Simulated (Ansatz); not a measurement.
Relaxation of F$_{2}$H$_{7}$PW (11 atoms, charge 0, multiplicity 1), to a largest force component of 0.03 eV/Å in at most 50 steps.

All numbers below come from RKS PBE/def2-SVP in Ansatz.

```xyz
11
Properties=species:S:1:pos:R:3
W 0.350 0.175 -0.450
F -0.264 0.138 2.535
H 1.503 -0.695 0.437
H -0.336 1.625 0.090
H -1.252 0.112 0.091
H -0.171 -1.254 0.291
F 0.521 0.023 -2.279
P 1.935 1.591 0.740
H 3.258 1.217 0.318
H 1.885 2.900 0.150
H 0.442 0.728 2.703
```

Where does it end, and by what steps?

It converged. After 7 steps the energy has fallen by 0.126 eV; H11 moved furthest, 0.45 Å. Joined: W1–F2 (3.05 → 2.58 Å).

```json
{"step": "0", "energy less start (eV)": "0.0000", "largest force component (eV/Å)": "0.480", "accepted": "yes"}
{"step": "1", "energy less start (eV)": "-0.0585", "largest force component (eV/Å)": "0.324", "accepted": "yes"}
{"step": "2", "energy less start (eV)": "-0.1016", "largest force component (eV/Å)": "0.302", "accepted": "yes"}
{"step": "3", "energy less start (eV)": "-0.1139", "largest force component (eV/Å)": "0.284", "accepted": "yes"}
{"step": "4", "energy less start (eV)": "-0.1187", "largest force component (eV/Å)": "0.308", "accepted": "yes"}
{"step": "5", "energy less start (eV)": "-0.1183", "largest force component (eV/Å)": "0.163", "accepted": "no"}
{"step": "6", "energy less start (eV)": "-0.1253", "largest force component (eV/Å)": "0.033", "accepted": "yes"}
{"step": "7", "energy less start (eV)": "-0.1257", "largest force component (eV/Å)": "0.022", "accepted": "yes"}
```

```xyz
11
Properties=species:S:1:pos:R:3
W 0.310 0.161 -0.342
F -0.114 0.197 2.202
H 1.460 -0.732 0.526
H -0.405 1.606 0.182
H -1.320 0.073 0.100
H -0.216 -1.312 0.303
F 0.521 0.060 -2.169
P 1.903 1.607 0.848
H 3.221 1.198 0.457
H 1.872 2.890 0.209
H 0.637 0.810 2.310
```

Run time: 21 s on 2 threads of Arm Neoverse V2, with other jobs on the host, peak memory 0.15 GiB.
